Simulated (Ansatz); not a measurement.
H$_{4}$S$_{3}$Sn, SMILES `[SH][SnH]([SH])[SH]`. The species carries charge 0 and has multiplicity 1. Sn: def2 effective core potential.

```xyz
8

S    -1.783   -1.303   -0.376
Sn    0.004   -0.163    0.747
S    -0.300    2.196    0.441
S     2.077   -0.813   -0.268
H    -0.965   -1.668   -1.378
H     0.016   -0.550    2.405
H    -1.162    1.988   -0.569
H     2.113    0.313   -1.001
```

Problem. What are the harmonic wavenumbers in cm⁻¹ at PBE0-D4/def2-TZVP (Ansatz, finite differences of forces, unscaled)? (Best estimate.)

Solution. Computed: 29, 57, 115, 120, 122, 207, 346, 361, 362, 542, 545, 704, 719, 720, 1959, 2711, 2711, 2711.

Problem. Is this a minimum?

Solution. Yes, all 18 modes are real.

Problem. Give the ideal-gas thermochemistry at 298.15 K and 1 bar (rigid rotor, harmonic oscillator; point group C3, symmetry number 3).

Solution. Zero-point energy 90.0 kJ/mol; H(298) − E = 115.9 kJ/mol; entropy 402.9 J/(mol·K), of which translation 176.1, rotation 112.6, vibration 114.2; G(298) − E = -4.2 kJ/mol. Modes under 100 cm⁻¹ are hindered rotations or soft bends, so the harmonic entropy is rough.
